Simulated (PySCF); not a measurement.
C₉H₁₄O.
SMILES with atom numbers: `[CH3:1][C@@H:2]1[C@H:3]([CH:4]=[O:5])[CH2:6][C:7]12[CH2:8][CH2:9][CH2:10]2` (hydrogens: H11, H12, H13 on C1; H14 on C2; H15 on C3; H16 on C4; H17, H18 on C6; H19, H20 on C8; H21, H22 on C9; H23, H24 on C10)

Theory: PBE0-D3(BJ)/def2-SVP geometry optimisation, gas phase (PySCF 2.14.0).

What internal coordinates does the optimisation give?

```json
{"bond": "C1–C2", "length (Å)": "1.513"}
{"bond": "C2–C3", "length (Å)": "1.562"}
{"bond": "C3–C4", "length (Å)": "1.499"}
{"bond": "C4=O5", "length (Å)": "1.203"}
{"bond": "C3–C6", "length (Å)": "1.544"}
{"bond": "C6–C7", "length (Å)": "1.534"}
{"bond": "C7–C8", "length (Å)": "1.546"}
{"bond": "C8–C9", "length (Å)": "1.539"}
{"bond": "C9–C10", "length (Å)": "1.540"}
{"bond": "C2–C7", "length (Å)": "1.550"}
{"bond": "C7–C10", "length (Å)": "1.537"}
{"bond": "C1–H11, C1–H12, C1–H13", "length (Å)": "1.101"}
{"bond": "C2–H14", "length (Å)": "1.103"}
{"bond": "C3–H15", "length (Å)": "1.100"}
{"bond": "C4–H16", "length (Å)": "1.124"}
{"bond": "C6–H17", "length (Å)": "1.102"}
{"bond": "C6–H18", "length (Å)": "1.100"}
{"bond": "C8–H19", "length (Å)": "1.101"}
{"bond": "C8–H20", "length (Å)": "1.102"}
{"bond": "C9–H21", "length (Å)": "1.100"}
{"bond": "C9–H22", "length (Å)": "1.100"}
{"bond": "C10–H23", "length (Å)": "1.102"}
{"bond": "C10–H24", "length (Å)": "1.102"}
```

Bonds in one row agree within 0.01 Å and their mean is given. A selection of angles:
```json
{"angle": "C1–C2–C3", "degrees": "120.4"}
{"angle": "C1–C2–C7", "degrees": "122.3"}
{"angle": "C3–C2–C7", "degrees": "88.8"}
{"angle": "C2–C3–C4", "degrees": "112.7"}
{"angle": "C2–C3–C6", "degrees": "87.4"}
{"angle": "C4–C3–C6", "degrees": "113.4"}
{"angle": "C3–C4–O5", "degrees": "124.5"}
{"angle": "C3–C6–C7", "degrees": "90.0"}
{"angle": "C6–C7–C8", "degrees": "120.9"}
{"angle": "C6–C7–C10", "degrees": "125.3"}
{"angle": "C8–C7–C10", "degrees": "88.3"}
{"angle": "C2–C7–C6", "degrees": "88.2"}
{"angle": "C2–C7–C8", "degrees": "118.0"}
{"angle": "C2–C7–C10", "degrees": "119.7"}
{"angle": "C7–C8–C9", "degrees": "88.7"}
{"angle": "C8–C9–C10", "degrees": "88.4"}
{"angle": "C7–C10–C9", "degrees": "89.0"}
```

Dihedral angles: C1–C2–C3–C4 -31° (synclinal); C2–C3–C4–O5 113° (anticlinal); C2–C3–C6–C7 18° (synperiplanar); C3–C6–C7–C8 104° (anticlinal); C6–C7–C8–C9 149° (anticlinal); C7–C8–C9–C10 -18° (synperiplanar); C8–C9–C10–C7 18° (synperiplanar); C1–C2–C7–C6 143° (anticlinal); C6–C7–C10–C9 -145° (anticlinal).

The 4-membered ring C2–C3–C6–C7 has internal angles of 87.4° to 90.0° (sum 354°, against 360° for a flat polygon); it is puckered, 0.12 Å rms from its mean plane, widest ring torsion 18°. The 4-membered ring C7–C8–C9–C10 has internal angles of 88.3° to 89.0° (sum 354°, against 360° for a flat polygon); it is puckered, 0.12 Å rms from its mean plane, widest ring torsion 18°. The C–C distances run from 1.499 Å (C3–C4, drawn single) to 1.562 Å (C2–C3, drawn single), a spread of 0.063 Å. Of the pairs four or more bonds apart, H11···H19 is among the closest relative to their van der Waals radii: 2.23 Å, 93 % of the sum of Bondi's values.

Point group: C1 (no symmetry element, even within 0.4 Å). PBE0-D3(BJ)/def2-SVP frequencies: not computed here. The numbers are those of one conformer.
